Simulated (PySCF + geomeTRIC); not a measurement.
Species: C$_{3}$H$_{6}$S, SMILES `SC1CC1` (H–S–C–C torsion 143°) (charge 0, multiplicity 1).

### Question
Give a relaxed geometry from TPSSh-D3(BJ)/def2-TZVP run with PySCF + geomeTRIC.

### Answer
One answer among several that fit: the end point of this relaxation, one of several conformers (outside a Z-matrix the atoms follow the SMILES, hydrogens last).
Cartesian coordinates (Å) in one orientation:
```xyz
10

S      1.848    -0.813    -0.324
C      0.311    -0.328     0.449
C     -0.942    -0.508    -0.367
C     -0.449     0.873    -0.045
H      2.617     0.169     0.179
H      0.241    -0.562     1.504
H     -1.819    -0.880     0.146
H     -0.826    -0.856    -1.385
H     -0.989     1.455     0.693
H     -0.003     1.447    -0.846
```
